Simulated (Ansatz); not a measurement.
Cost and result up the ladder for `FC(F)(F)c1ccc(-c2ccc(-c3ccc(-c4ccc(C(F)(F)F)cc4)cc3)cc2)cc1` (48 atoms). Total charge 0; singlet. Geometry: r2SCAN-D4/def2-SVP.

Cartesian coordinates in Å:
```
F -6.060 -6.057 -5.150
C -5.350 -5.106 -5.778
F -6.222 -4.330 -6.452
F -4.589 -5.721 -6.706
C -4.514 -4.297 -4.829
C -4.411 -4.640 -3.478
C -3.613 -3.877 -2.626
C -2.902 -2.760 -3.103
C -2.055 -1.954 -2.197
C -0.850 -1.382 -2.646
C -0.050 -0.627 -1.792
C -0.423 -0.403 -0.452
C 0.424 0.401 0.453
C -0.146 1.226 1.442
C 0.652 1.986 2.294
C 2.056 1.950 2.200
C 2.904 2.753 3.107
C 2.495 4.033 3.536
C 3.291 4.791 4.389
C 4.518 4.283 4.838
C 5.347 5.116 5.772
F 6.543 4.560 6.028
F 4.727 5.296 6.955
F 5.573 6.345 5.268
C 4.941 3.016 4.424
C 4.140 2.262 3.567
C 2.626 1.123 1.213
C 1.828 0.369 0.358
C -1.631 -0.972 -0.006
C -2.427 -1.733 -0.858
C -3.018 -2.431 -4.469
C -3.815 -3.187 -5.323
H -4.949 -5.511 -3.097
H -3.517 -4.170 -1.577
H -0.524 -1.547 -3.677
H 0.873 -0.183 -2.175
H -1.234 1.288 1.531
H 0.178 2.607 3.060
H 1.553 4.449 3.169
H 2.967 5.788 4.702
H 5.893 2.618 4.782
H 4.466 1.261 3.272
H 3.714 1.085 1.104
H 2.303 -0.275 -0.388
H -1.941 -0.833 1.034
H -3.366 -2.151 -0.483
H -2.499 -1.550 -4.857
H -3.907 -2.911 -6.378
```

Ansatz on 2 threads of AMD EPYC 7R13 on a shared host and a share (18 GiB) of an NVIDIA H100 80GB HBM3. Times are rough, and most runs start from the orbitals of an earlier one. PBE0-D4/def2-TZVP serves as the yardstick here, not as an exact answer. Differences are given only for rows in sets of like size (and for xTB, whose basis is part of the method), since another set adds its own error. Binding counts from free atoms at the same level (F doublet, C triplet, H doublet; other spins of the atoms weren't run), without zero-point energy or a counterpoise term.

Single mean-field runs in def2-SVP, def2-TZVP are fitted with def2-universal-jkfit.

```tsv
level	functions	wall time	binding energy per atom (eV)	difference from PBE0-D4/def2-TZVP (eV)
PBE0-D4/def2-SVP	528	8.5 s	5.45	–
PBE0-D4/def2-TZVP	1088	11 s	5.35	0.00
PBE-D4/def2-TZVP	1088	15 s	5.48	0.14
PBE-D4/def2-SVP	528	17 s	5.59	–
r2SCAN-D4/def2-TZVP (with forces)	1088	24 s	5.29	-0.05
```
